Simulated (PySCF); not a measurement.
**From computed data to an observable: entropy of an ideal gas**

BrFHNOW, SMILES [NH]=[W](=[O])([F])[Br], multiplicity 1.

Coordinates come from a PBE-D3(BJ)/def2-SVP optimisation. The spin state was assumed, not searched. The structure was generated by enumeration; whether it is a known compound was not checked. The def2 effective core potentials stand for the cores of W; spin–orbit coupling is left out.

PBE-D3(BJ)/def2-SVP run with PySCF gives the harmonic wavenumbers 121, 158, 207, 235, 280, 318, 526, 615, 681, 966, 1000, 3525 cm⁻¹ and the rotational temperatures 0.1706, 0.0509, 0.0491 K. The molar mass is 313.76 g/mol, the symmetry number 1, the spin multiplicity 1.

**Question.** Work out the entropy at 298.15 K and 1 atm in the rigid-rotor, harmonic-oscillator model.

**Answer.** 
Translation (Sackur–Tetrode at 1 atm): S = R[1.5 ln M + 2.5 ln T − 1.16487] = 180.4 J/(mol K).
Rotation: q = (√π/σ) T^1.5/√(θA θB θC) = 442000, S = R[ln q + 3/2] = 120.6 J/(mol K).
Vibration: with u = 1.4388 ν/T, each mode gives R[u/(e^u − 1) − ln(1 − e^−u)]:
```json
[
 {"ν (cm⁻¹)": "121", "modes": "1", "u": "0.58", "S (J/(mol K))": "12.90"},
 {"ν (cm⁻¹)": "158", "modes": "1", "u": "0.76", "S (J/(mol K))": "10.77"},
 {"ν (cm⁻¹)": "207", "modes": "1", "u": "1.00", "S (J/(mol K))": "8.66"},
 {"ν (cm⁻¹)": "235", "modes": "1", "u": "1.13", "S (J/(mol K))": "7.70"},
 {"ν (cm⁻¹)": "280", "modes": "1", "u": "1.35", "S (J/(mol K))": "6.42"},
 {"ν (cm⁻¹)": "318", "modes": "1", "u": "1.53", "S (J/(mol K))": "5.52"},
 {"ν (cm⁻¹)": "526", "modes": "1", "u": "2.54", "S (J/(mol K))": "2.49"},
 {"ν (cm⁻¹)": "615", "modes": "1", "u": "2.97", "S (J/(mol K))": "1.78"},
 {"ν (cm⁻¹)": "681", "modes": "1", "u": "3.29", "S (J/(mol K))": "1.38"},
 {"ν (cm⁻¹)": "966", "modes": "1", "u": "4.66", "S (J/(mol K))": "0.45"},
 {"ν (cm⁻¹)": "1000", "modes": "1", "u": "4.83", "S (J/(mol K))": "0.39"}
]
```
The stiffer modes add less than 0.005 each. Sum 58.5 J/(mol K).
Spin: R ln 1 = 0.0 J/(mol K).
Total 359.5 J/(mol K); the program's own thermochemistry gives 359.4. Translation makes up 50 % and vibration 16 %. Anharmonicity, hindered rotation and orbital degeneracy are left out.
